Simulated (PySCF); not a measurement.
## MoH₄ + N₂ → HMoN + NH₃

Level: PBE0 in the def2-TZVP basis family, computed in PySCF with density fitting; scalar-relativistic core potentials for atoms from Rb on, none lighter, no spin–orbit coupling; open shells unrestricted.

```tsv
species	state and structure	E (Eh)	ZPE (kJ/mol)	H(298 K) − H(0) (kJ/mol)	S° (J/(mol K))
MoH₄	triplet, Td, Mo–H 1.686 Å (×4)	-70.47291	64.7	12.0	238.1
N₂	singlet, D∞h, N–N 1.089 Å	-109.44629	14.9	8.7	191.4
HMoN	triplet, Cs, Mo–H 1.717 Å, Mo–N 1.615 Å; H–Mo–N 100.4°	-123.42806	21.2	10.4	261.3
NH₃	singlet, C3v, N–H 1.013 Å (×3); H–N–H 107.1° (×3)	-56.51312	90.6	10.0	192.4
```

Question: What is the electronic reaction energy?

Answer: At PBE0/def2-TZVP, ΔE = -57.7 kJ/mol from the differences of the total energies times 2625.5, downhill. 

Question: Add zero-point, thermal and entropy terms for 298.15 K and 1 bar.

Answer: ΔZPE = 32.2 and Δ[H(298) − H(0)] = -0.3 kJ/mol give ΔH° = -25.8 kJ/mol. ΔS° = 24.2 J/(mol K), so ΔG° = -25.8 − 298.15 × (0.0242) = -33 kJ/mol and log₁₀K = 5.8.

Open d or f shells are single determinants, so the state found may not be the ground state. Only the bonding shown was studied: isomers, or loss of a ligand pair, can lie lower.
